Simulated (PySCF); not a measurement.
F₃Ti, neutral, multiplicity 2. Atoms are numbered in the order given.

```xyz
4

Ti     0.0000     0.0000     0.0000
F     -1.7545     0.0000     0.0000
F      0.8773     1.5195     0.0000
F      0.8773    -1.5195     0.0000
```
Charge 0, spin multiplicity 2.

Geometry optimised at PBE0-D3(BJ)/def2-SVP. The multiplicity is an assumed one; other spin states were not compared. The isomer is the one that the SMILES or the coordinates give; other isomers of the formula were not compared.

These are PBE0-D3(BJ)/def2-SVP in PySCF 2.14.0 values and carry that method's errors.

Frequencies are harmonic and unscaled.

Modes within 1.5 cm⁻¹ of each other (mostly degenerate sets) share a row, with their intensities summed.

Computed vibrational spectrum:
```json
[
 {"mode": "1", "ν (cm⁻¹)": "89", "IR (km/mol)": "45.4", "moving atoms (share of kinetic energy)": "Ti 54 %, F 46 %"},
 {"mode": "2–3", "ν (cm⁻¹)": "183", "IR (km/mol)": "27.7", "moving atoms (share of kinetic energy)": "F 85 %, Ti 15 %"},
 {"mode": "4", "ν (cm⁻¹)": "691", "IR (km/mol)": "0.0", "moving atoms (share of kinetic energy)": "F 100 %"},
 {"mode": "5–6", "ν (cm⁻¹)": "810", "IR (km/mol)": "488.5", "moving atoms (share of kinetic energy)": "F 60 %, Ti 40 %"}
]
```
